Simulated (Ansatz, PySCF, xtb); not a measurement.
Barrier from R1 to the saddle point P1, each structure at its B3LYP-D3(BJ)/def2-TZVP stationary point, reached from a drawn start; harmonic modes at that level show the others as minima.
P1, H4InSb, a first-order saddle point (one imaginary mode, 500i cm⁻¹) (charge 0, multiplicity 1):
```csv
atom,x (Å),y (Å),z (Å)
In,-1.4747,0.0000,0.0000
Sb,1.1958,0.0000,0.0000
H,-2.0962,1.5869,0.0000
H,-2.0962,-1.5869,0.0000
H,2.2357,1.3171,0.0000
H,2.2357,-1.3171,0.0000
```
R1, H4InSb (SMILES [InH2][SbH2]) (charge 0, multiplicity 1):
```
atom    x (Å)    y (Å)    z (Å)
----  -------  -------  -------
In    -1.1287   0.0000  -0.3532
Sb     1.6830   0.0000  -0.4310
H     -1.9961   1.5046  -0.3695
H     -1.9961  -1.5046  -0.3695
H      1.7189   1.2311   0.7616
H      1.7189  -1.2311   0.7616
```

```
level                                barrier height (kcal/mol)
-----------------------------------  -------------------------
GFN2-xTB                                                 37.67
HF/def2-SVP                                              21.29
HF/def2-TZVPP                                            19.77
PBE-D3(BJ)/def2-TZVPP                                    19.59
PBE-D4/def2-TZVPP                                        19.58
revPBE/def2-TZVPP                                        20.42
r2SCAN/def2-TZVPP                                        19.03
r2SCAN-D3(BJ)/def2-TZVPP                                 19.04
r2SCAN-D4/def2-TZVPP                                     19.04
B3LYP-D4/def2-TZVPP                                      20.53
PBE0/def2-TZVPP                                          19.31
PBE0-D3(BJ)/def2-TZVPP                                   19.36
BHLYP-D3(BJ)/def2-TZVPP                                  20.07
CAM-B3LYP/def2-TZVPP                                     19.85
CAM-B3LYP-D3(BJ)/def2-TZVPP                              19.89
B2PLYP-D4/def2-TZVPP                                     19.77
MP2/def2-QZVPP                                           18.75
CCSD/def2-SVP                                            21.26
CCSD(T)/def2-SVP                                         20.92
CCSD(T)/CBS(def2-TZVPP, def2-QZVPP)                      18.85
```

P less R. No zero-point or thermal terms; no spin–orbit coupling. No path was followed down from the saddle.

Frozen-core correlation throughout. In cc and def2 sets filled d and f shells under p-block atoms count as core. CBS(a, b) extrapolates the correlation energy as X⁻³ and adds the Hartree–Fock energy of set b.

Programs: Ansatz (a quantum-chemistry and plane-wave program) with Gaussian orbitals; PySCF for the D3/D4 terms; xtb for the GFN methods. All values are computed, each at the level named. Elements past Kr take the def2 small-core potentials, without spin–orbit coupling.
